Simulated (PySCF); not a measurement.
# Diatomics with 95 electrons

r²SCAN in PySCF with def2-SVPD on every atom (core potentials on Hg, Tl, Pb, Bi), for the lowest determinant that a PBE0 search found; no spin–orbit coupling. All have 95 electrons, 7 of them in the valence shells, and the same state, a quartet (σ ↑, π ↑↑). For ions De leads to the atom and ion picked by measured ionisation energies and electron affinities.

```tsv
species	difference of nuclear charges	Re (Å)	ωe (cm⁻¹)	k (mdyn/Å)	De (eV)	dissociates to
SiHg⁻	66	2.749	145	0.303	n/a	Si⁻ + Hg
MgPb⁻	70	2.959	172	0.375	1.15	Mg + Pb⁻
TlSi	67	2.686	230	0.764	2.34	Tl + Si
AlPb	69	2.721	244	0.839	2.25	Al + Pb
MgBi	71	2.953	191	0.463	0.68	Mg + Bi
TlP⁺	66	3.136	102	0.166	n/a	Tl⁺ + P
SiPb⁺	68	2.640	277	1.12	n/a	Si + Pb⁺
AlBi⁺	70	2.859	186	0.488	n/a	Al⁺ + Bi
```

**Question.** Which member of the whole set has the stiffest bond, and how does it compare with the softest?

**Answer.** SiPb⁺ with k = 1.12 mdyn/Å, 6.7 times that of TlP⁺.

Spin–orbit coupling is left out, which matters for elements this heavy, above all for dissociation energies. For an ion De counts to the pair picked by the measured ionisation energies or electron affinities, which need not be the lowest pair at this level. The highest Kohn–Sham level is positive in some of these anions. Much of that is self-interaction error, but it also means that the finite basis helps to hold the extra electron. States were picked by a PBE0 search and need not be the measured ground states.
